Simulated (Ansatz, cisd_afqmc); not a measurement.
Species: CHBr2F, charge 0, singlet. CHBr2F (SMILES FC(Br)Br).
B3LYP-D3(BJ)/def2-TZVP minimum from Ansatz (an electronic-structure program):
```
C
F 1 1.3461
H 1 1.0837 2 110.10
Br 1 1.9473 3 107.61 2 -119.34
Br 1 1.9473 3 107.61 2 119.34
```
Charge 0, spin multiplicity 1.

Atomisation energy term by term, kcal/mol (programs: Ansatz, cisd_afqmc). Radicals and triplets start from unrestricted determinants; spin-orbit coupling is neglected. Cores are frozen in correlated methods (noble-gas shells, and filled d and f shells in the p block). No relativity. AFQMC/CISD: phaseless, guided by CISD from CCSD amplitudes; bars are statistical, one sigma. Outlying blocks are dropped, and bars are widened where a walk drifts. Over all cases where full CI ran beside it in this data, AFQMC minus full CI had a median of +0.1 mEh and passed +0.4 mEh in a tenth of the cases. CBS(X,Y): correlation extrapolated as X^-3, Hartree-Fock from the larger set (Q,5: extrapolated as (X+1)exp(-9√X)). A bracket is a step between two methods taken in the basis named. Where a partner has so few electrons that a lower coupled-cluster level is exact, that level stands in. Spin-orbit terms, left out, reach several kcal/mol for Br and I, and more for heavier atoms.

```
term                               basis  kcal/mol
------------------  --------------------  --------
Hartree-Fock        CBS(cc-pVQZ,cc-pV5Z)    223.87
CCSD correlation    CBS(cc-pVQZ,cc-pV5Z)    116.20
(T)                 CBS(cc-pVQZ,cc-pV5Z)     11.97
CCSDT(Q) - CCSD(T)               cc-pVDZ      0.56
sum: De                                      352.6
```

The step beyond CCSD(T) by other levels: AFQMC/CISD in cc-pVTZ 0.28 ± 0.27 kcal/mol.
